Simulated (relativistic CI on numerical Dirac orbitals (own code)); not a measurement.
Method of calculation: Dirac-Coulomb-Breit CI, orbitals from a KLI potential per configuration, QED by a radiative potential, unscaled Slater integrals (own radial code, finite nucleus).

The strongest absorption lines from the ground level of an ion, among the configurations computed and to levels below about 341 eV (vacuum wavelength in nm, gf): 4.8125 (0.47), 4.9177 (0.61), 5.5918 (0.17), 5.6065 (0.17), 5.7187 (0.14), 5.7636 (0.68), 6.1840 (0.43), 6.2382 (0.47).

**Question.** Which ion is it?
A. I³²⁺
B. Sn²⁹⁺
C. Sn²⁷⁺
D. Ba³⁵⁺

**Answer.** B. Sn²⁹⁺ has 21 electrons and the ground level 3s²3p⁶3d³ ⁴F3/2; the strongest line goes to 3s²3p⁵3d⁴ ⁴F°3/2. The pattern of lines fixes the number of electrons, and along that sequence the line energies rise steadily with the charge (about as its square where n changes within one kind of shell, about linearly where n is kept but much faster in heavy ions where fine structure, which grows about as Z⁴, sets the gap, and irregularly where shells cross), which fixes Z. Configurations outside the model, such as inner-shell arrays, can give stronger lines. At this charge energies of transitions that change n are usually good to better than 1 %, and those within a shell (Δn = 0) to a few per cent. Terms inside the open d or f shell come out 10 to 20 % too wide with unscaled integrals.

LS names give the leading component of a level, which can be under half, so a name can repeat, a term be missing and a line seem to break the LS rules.
